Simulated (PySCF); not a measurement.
# A survey of $^{17}$O NMR shifts

- coordinates at the GFN2-xTB level
- PBE0/pcSseg-1 with gauge-including orbitals
- program: PySCF
- isolated molecule, averaged over atoms made equivalent by symmetry, fast rotation or ring inversion, one computed conformer, no relativistic terms

Shieldings were converted by a linear fit to measured shifts: $^{17}$O (scatter 10.7 ppm rms, 12.2 ppm with the 3 outliers that the fit left out vs liquid water, solution or neat liquid). Occasional misses reach two or three times the rms, and more in compound classes unlike the fitted ones.

**Question.** Give the $^{17}$O shifts of `O=C1OC(=O)C1C(F)F`, `C[C@@H](OCF)c1ncon1`, `C=C(C(=O)O)C(F)(Cl)Cl`, `C[C@@H]([SiH3])O[Si@@H](P)O[SiH3]`.

**Answer.** 
```json
{"compound": "[O:1]=[C:2]1[O:3][C:4](=[O:5])[CH:6]1[CH:7]([F:8])[F:9]", "environment": "O1/5: ester carbonyl oxygen (×2)", "δ (ppm)": "381.1"}
{"compound": "[O:1]=[C:2]1[O:3][C:4](=[O:5])[CH:6]1[CH:7]([F:8])[F:9]", "environment": "O3: ester alkoxy oxygen", "δ (ppm)": "367.1"}
{"compound": "[CH3:1][C@@H:2]([O:3][CH2:4][F:5])[c:6]1[n:7][cH:8][o:9][n:10]1", "environment": "O9: aromatic ring oxygen", "δ (ppm)": "339.4"}
{"compound": "[CH3:1][C@@H:2]([O:3][CH2:4][F:5])[c:6]1[n:7][cH:8][o:9][n:10]1", "environment": "O3: ether oxygen", "δ (ppm)": "52.4"}
{"compound": "[CH2:1]=[C:2]([C:3](=[O:4])[OH:5])[C:6]([F:7])([Cl:8])[Cl:9]", "environment": "O4: carbonyl oxygen", "δ (ppm)": "365.7"}
{"compound": "[CH2:1]=[C:2]([C:3](=[O:4])[OH:5])[C:6]([F:7])([Cl:8])[Cl:9]", "environment": "O5: acid hydroxyl oxygen", "δ (ppm)": "142.6"}
{"compound": "[CH3:1][C@@H:2]([SiH3:3])[O:4][Si@@H:5]([PH2:6])[O:7][SiH3:8]", "environment": "O4: oxygen bonded to C, Si", "δ (ppm)": "33.0"}
{"compound": "[CH3:1][C@@H:2]([SiH3:3])[O:4][Si@@H:5]([PH2:6])[O:7][SiH3:8]", "environment": "O7: oxygen bonded to 2 Si", "δ (ppm)": "4.4"}
```

In solution the two oxygens of a carboxylic acid give one averaged line by proton exchange, and hydrogen bonding shields acid and N–H amide carbonyl oxygens by tens of ppm; neither is in these numbers.
